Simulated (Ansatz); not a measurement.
Several settings on one geometry of GaH2(vinyl) (C₂H₅Ga) (that of the charge 0 singlet, B3LYP-D4/def2-TZVP). Ansatz on 4 threads of Arm Neoverse V2 on a shared host; times are rough.

```xyz
8

Ga    0.8739    1.1677   -0.3630
H     2.0827    1.4920   -1.3110
H     0.2470    2.2677    0.5699
C     0.0769   -0.6210   -0.2855
C    -0.9485   -0.8842    0.5280
H     0.4560   -1.4321   -0.9036
H    -1.3780   -0.1238    1.1728
H    -1.4100   -1.8664    0.5925
```

Totals from different functionals, basis sets or treatments of relativity can't be compared as stabilities.

HSE06 is defined as in plane-wave codes, on full-range PBE exchange.

Problem. Give the basis size and estimate the energy, ⟨S²⟩ and time of these runs.

```csv
run,method,charge,state,further keys
1,RKS PBE0-D4/def2-SVPD,0,singlet,fitting: {mean_field: cc-pVTZ-jkfit}; scf: {omitted_lower_state_checks: [starts]}
2,RKS PBEsol/aug-cc-pVDZ,0,singlet,nuclear_model: gaussian
3,RKS HSE06/STO-3G,0,singlet,nuclear_model: gaussian
```

Solution. 
| run | functions | energy (Eh) | ⟨S²⟩ | wall time |
| --- | --- | --- | --- | --- |
| 1 | 118 | -2003.3719 | – | 0.86 s |
| 2 | 127 | -2001.7798 | – | 1.2 s |
| 3 | 33 | -1980.1094 | – | 2.6 s |
